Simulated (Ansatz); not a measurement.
Cartesian coordinates in Å:
```
C 0.0485 0.4763 1.5656
O -0.2047 0.4790 0.1820
W -0.0365 -0.4372 -1.4078
O -0.7655 -1.9664 -1.2541
O 1.6120 -0.7096 -1.7274
Cl -0.9839 0.7079 -3.1266
H -0.3610 1.3947 1.9891
H -0.4340 -0.3856 2.0319
H 1.1250 0.4409 1.7473
```

Charge 0, multiplicity 1. W takes the def2 core potential.

Task: List the B3LYP/def2-TZVPP orbital energies in eV (Ansatz). (Estimate.)

Result: The calculation gave: Occupied: -2763.09, -522.21, -521.18, -521.17, -279.19, -257.84, -196.83, -196.75, -196.73, -83.76, -47.20, -47.16, -46.90, -28.64, -25.54, -25.19, -22.75, -19.70, -14.57, -13.68, -13.65, -11.95, -11.67, -11.48, -11.39, -11.10, -10.02, -9.55, -9.55, -9.44, -9.14, -8.79. Lowest empty: -2.39, -1.78, -1.36, -0.47, 0.02, 0.11, 1.06, 2.07.

B3LYP here is the variant with VWN-RPA as its local correlation; programs differ in this.
